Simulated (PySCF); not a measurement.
From one molecule to another.

First species: C6H5F3O.
Cartesian coordinates in Å at the GFN2-xTB level; atoms count from 1:
```
atom  x, y, z in Å
C1     1.3282    1.4782    2.3752
C2     1.1745    1.0171    1.1631
C3     1.0422    0.6019   -0.0177
C4     0.8516    0.1270   -1.2238
C5     0.1310   -1.1578   -1.5155
O6    -0.4825   -1.7358   -0.3474
C7    -1.7027   -1.3308   -0.0786
F8    -1.8654    0.0022   -0.0183
F9    -2.6123   -1.7399   -0.9938
F10   -2.0920   -1.8233    1.0908
H11    0.9382    0.9463    3.2278
H12    1.8455    2.4046    2.5667
H13    1.2266    0.6427   -2.0973
H14    0.8370   -1.9226   -1.8560
H15   -0.6243   -1.0074   -2.2970
```

Second species: C6H5F3O.
Atom-mapped SMILES: `[O:1]=[C:2]1[CH:3]=[CH:4][CH2:5][C@@H:6]1[C:7]([F:8])([F:9])[F:10]` (hydrogens: H11 on C3; H12 on C4; H13, H14 on C5; H15 on C6)

Structure used (GFN2-xTB), in Å, numbered top down from 1:
```xyz
15
C6H5F3O angstrom
O      0.5314    0.4490    2.3817
C     -0.0593    0.2686    1.3533
C     -1.4137   -0.2474    1.1482
C     -1.7373   -0.2470   -0.1440
C     -0.6475    0.2713   -1.0237
C      0.5061    0.5690   -0.0577
C      1.7032   -0.3279   -0.3291
F      2.1778   -0.1481   -1.5782
F      2.7245   -0.1087    0.4966
F      1.3908   -1.6301   -0.2399
H     -2.0253   -0.5657    1.9721
H     -2.6736   -0.5735   -0.5631
H     -0.9715    1.1681   -1.5551
H     -0.3736   -0.4699   -1.7784
H      0.8635    1.6005   -0.1047
```

Levels: PBE0/def2-SVPD for dipole moment, HOMO energy, LUMO energy, HOMO–LUMO gap, static isotropic polarisability and electronic spatial extent ⟨r²⟩ about the centre of nuclear charge; TDDFT PBE0/def2-SVPD for lowest singlet excitation; TDA PBE0/def2-SVPD for lowest triplet excitation (Tamm–Dancoff); GFN2-xTB for rotational constant A and rotational constant C. Geometries: GFN2-xTB. Each structure is a single optimised conformer of the isolated species, non-relativistic unless stated; the electronic structure was computed with PySCF and density fitting.

The conformers computed, where there is a choice (atom-mapped SMILES and torsion angles):
- `[CH2:1]=[C:2]=[C:3]=[CH:4][CH2:5][O:6][C:7]([F:8])([F:9])[F:10]`: C3–C4–C5–O6 7°, C4–C5–O6–C7 88°, C5–O6–C7–F8 -52°
- `[O:1]=[C:2]1[CH:3]=[CH:4][CH2:5][C@@H:6]1[C:7]([F:8])([F:9])[F:10]`: C5–C6–C7–F8 61°

Values for the first species:

| Property | Result |
| --- | --- |
| Dipole moment | 2.55 D |
| HOMO energy | -7.17 eV |
| LUMO energy | -1.77 eV |
| HOMO–LUMO gap | 5.40 eV |
| Lowest singlet excitation | 4.19 eV |
| Lowest triplet excitation (Tamm–Dancoff) | 2.70 eV |
| Static isotropic polarisability | 87.5 au |
| Electronic spatial extent ⟨r²⟩ about the centre of nuclear charge | 1521 bohr² |
| Rotational constant A | 2.180 GHz |
| Rotational constant C | 0.733 GHz |

Task: Estimate the same properties for the second species, and the change in each.

Result: 
```csv
property,first,second,second less first
dipole moment,2.55 D,4.79 D,+2.24 D
HOMO energy,-7.17 eV,-7.75 eV,-0.58 eV
LUMO energy,-1.77 eV,-1.96 eV,-0.19 eV
HOMO–LUMO gap,5.40 eV,5.79 eV,+0.39 eV
lowest singlet excitation,4.19 eV,3.84 eV,-0.35 eV
lowest triplet excitation (Tamm–Dancoff),2.70 eV,3.35 eV,+0.65 eV
static isotropic polarisability,87.5 au,71.4 au,-16.1 au
electronic spatial extent ⟨r²⟩ about the centre of nuclear charge,1521 bohr²,1212 bohr²,-309 bohr²
rotational constant A,2.180 GHz,2.130 GHz,-0.050 GHz
rotational constant C,0.733 GHz,0.959 GHz,+0.226 GHz
```

On the first: A dipole of 2.55 D is allowed in C1, and pure rotational transitions are dipole-allowed. The 6 singlets span 4.19 to 7.23 eV, and their oscillator strengths add up to 0.47.

On the second: S1 lies 1.95 eV below the HOMO–LUMO gap; its leading configuration is HOMO→LUMO, weight 0.97. The polarisability is 10.59 Å³ as a volume (1 au = 0.148185 Å³), or 0.94 au for each of the 76 electrons.
